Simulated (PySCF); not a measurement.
# Two-dimensional NMR puzzle

Compound of formula C₈H₉ClOSi. Correlations simulated from computed shifts and the bond graph:

HSQC (one-bond C–H):
```
  δH     δC
8.81  145.0
8.09  149.5
7.61  130.7
2.85   27.6
```

COSY cross peaks (H two or three bonds apart, from the bond graph; peaks can be absent where the dihedral angle is near 90°):
```
  δH    δH
8.81  7.61
8.09  7.61
```

HMBC (two and three bonds, from the bond graph):
```
  δH                                 δC
8.81  177.9, 156.6, 149.5, 135.0, 130.7
8.09         156.6, 145.0, 137.2, 130.7
7.61         149.5, 145.0, 137.2, 135.0
4.63                156.6, 149.5, 137.2
2.85                156.6, 137.2, 135.0
```

Carbons without hydrogens: δ 177.9, 156.6, 137.2, 135.0.

- coordinates at the GFN2-xTB level
- shielding tensors at PBE0/pcSseg-1 (GIAO)
- run in PySCF
- relativity neglected, rapidly exchanging positions averaged, no solvent, single conformer

Scale: $^{1}$H, $^{13}$C vs TMS (reference shieldings calculated alike).

Exchangeable hydrogens are left out of these lists.

Q: Which molecule is this?

A: SMILES Cc1c([SiH3])cccc1C(=O)Cl.

Structure with atom numbers: `[CH3:1][c:2]1[c:3]([SiH3:4])[cH:5][cH:6][cH:7][c:8]1[C:9](=[O:10])[Cl:11]` (H(Xn): hydrogen on atom n).

δC 177.9 is C9, a carbonyl carbon. δC 156.6 is C2, a substituted aromatic carbon. δC 149.5 is C5, an aromatic CH (δH 8.09). δC 145.0 is C7, an aromatic CH (δH 8.81). δC 137.2 is C3, a substituted aromatic carbon. δC 135.0 is C8, a substituted aromatic carbon. δC 130.7 is C6, an aromatic CH (δH 7.61). δC 27.6 is C1, a methyl carbon on an aromatic ring (δH 2.85). HMBC from δH 8.81 reaches the proton-free carbons C9, C2, C8. HMBC from δH 8.09 reaches the proton-free carbons C2, C3. HMBC from δH 7.61 reaches the proton-free carbons C3, C8. HMBC from δH 4.63 reaches the proton-free carbons C2, C3. COSY links 8.81–7.61, 8.09–7.61.

This is the structure that produced the data.

Carbons that carry Cl, above all several Cl atoms, come out too deshielded, partly because spin–orbit coupling is missing. Shifts are as computed. Against solution values, carbons near 30 ppm lie about +3 ppm off and those near 130 ppm about +5 ppm; carbons on Cl a further +6 ppm. Of 1211 compounds with measured shifts, 218 miss one by over three times the rms of a fit or turn the order of signals round; such compounds aren't used in these exercises.
